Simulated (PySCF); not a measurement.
A PySCF script (with the pyscf-properties extension) for the NMR shieldings of `C=CC[Si@H](P)[Si](F)(F)F`, C$_{3}$H$_{8}$F$_{3}$PSi$_{2}$, on a GFN2-xTB geometry:

```python
import basis_set_exchange as bse
import numpy as np
from pyscf import gto, dft
from pyscf.prop import nmr

atoms = """
C     2.234344   -0.389127    0.632580
C     1.717277    0.496344   -0.201213
C     0.841888    0.149539   -1.357961
Si   -0.994142    0.269775   -0.809775
P    -1.293030    2.357424   -0.024381
Si   -1.409244   -1.422072    0.679662
F    -1.020842   -1.156785    2.200476
F    -0.722218   -2.829262    0.400739
F    -2.947155   -1.812741    0.806814
H     2.082332   -1.447940    0.499060
H     2.841178   -0.096246    1.471472
H     1.880654    1.555443   -0.045091
H     1.020223    0.838272   -2.182823
H     1.060032   -0.859604   -1.707602
H    -1.870998    0.113707   -1.987669
H    -0.816776    2.086889    1.251759
H    -2.610519    2.158415    0.364044
"""
names = dict.fromkeys(["C", "Si", "P", "F", "H"], "pcSseg-1")
basis = {el: gto.basis.parse(bse.get_basis(n, elements=[el], fmt="nwchem")) for el, n in names.items()}
mol = gto.M(atom=atoms, basis=basis, charge=0, verbose=0)
mf = dft.RKS(mol, xc="PBE0")
mf.grids.level = 2
mf.grids.alignment = dft.numint.BLKSIZE   # the property module wants whole blocks of grid points
mf.conv_tol = 1e-9
mf.kernel()

calc = nmr.RKS(mf)   # GIAO
C = mf.mo_coeff
Co = C[:, mf.mo_occ > 0]
resp = mf.gen_response(singlet=True, hermi=2)
def vind(x):   # induced exchange potential for any number of trial vectors
    d = np.einsum("pi,xij,qj->xpq", C, 2 * x.reshape(-1, C.shape[1], Co.shape[1]), Co, optimize=True)
    return np.einsum("xpq,pi,qj->xij", resp(d - d.transpose(0, 2, 1)), C, Co, optimize=True).ravel()
mo1, _ = nmr.rhf.solve_mo1(calc, with_cphf=vind)
sigma = calc.kernel(mo1)
for i, s in enumerate(sigma):   # ppm
    w = np.linalg.eigvalsh((s + s.T) / 2)
    print("%2d %-2s iso %8.1f  s11 %8.1f  s22 %8.1f  s33 %8.1f" % (i, mol.atom_pure_symbol(i), w.mean(), *w))
```

Task: Give the expected output.

Result: 
```
 0 C  iso     62.9  s11    -51.1  s22     79.4  s33    160.5
 1 C  iso     45.1  s11    -80.1  s22     51.4  s33    163.9
 2 C  iso    166.3  s11    154.6  s22    160.6  s33    183.8
 3 Si iso    404.8  s11    370.0  s22    398.2  s33    446.2
 4 P  iso    631.6  s11    573.1  s22    614.7  s33    707.1
 5 Si iso    391.8  s11    359.1  s22    367.6  s33    448.7
 6 F  iso    297.5  s11    230.7  s22    279.8  s33    382.0
 7 F  iso    301.9  s11    242.5  s22    276.6  s33    386.7
 8 F  iso    297.2  s11    237.6  s22    269.2  s33    384.9
 9 H  iso     26.2  s11     21.9  s22     26.1  s33     30.5
10 H  iso     26.3  s11     23.1  s22     25.6  s33     30.2
11 H  iso     25.7  s11     23.0  s22     25.0  s33     29.1
12 H  iso     30.0  s11     26.5  s22     27.1  s33     36.3
13 H  iso     29.5  s11     26.8  s22     26.9  s33     34.9
14 H  iso     27.2  s11     24.2  s22     24.5  s33     33.0
15 H  iso     30.2  s11     24.9  s22     28.4  s33     37.4
16 H  iso     30.6  s11     25.0  s22     27.2  s33     39.6
```

These numbers come from an equivalent density-fitted implementation of the same equations, which agrees with the script to about 0.01 ppm for H and up to a few tenths of a ppm for heavy atoms, so last digits may differ.

Task: Turn these shieldings into chemical shifts. Shifts are taken against calculated references (same method and geometry level): TMS for ¹³C (σ = 186.93 ppm) and ²⁹Si (σ = 349.16 ppm) and ¹H (σ = 31.72 ppm); ³¹P (σ = 318.38 ppm) against H3PO4; ¹⁹F (σ = 170.95 ppm) against CFCl3.

Result: Averaging equivalent atoms: C 1: 141.8; C 0: 124.0; C 2: 20.6; Si 5: -42.7; Si 3: -55.6; P 4: -313.2; F 6/7/8: -127.9; H 11: 6.02; H 9: 5.55; H 10: 5.42; H 14: 4.48; H 13: 2.17; H 12: 1.76; H 15/16: 1.30 ppm. Unscaled 19F shifts against computed CFCl3 carry errors that often reach 10 to 50 ppm. Experimental scales use liquid or dissolved standards, which lie at an offset from isolated H3PO4.

Size and cost of the density-fitted run: 214 basis functions, 78 s wall time on 1 thread of an Arm Neoverse N1, shared host; peak memory 1.1 GiB.
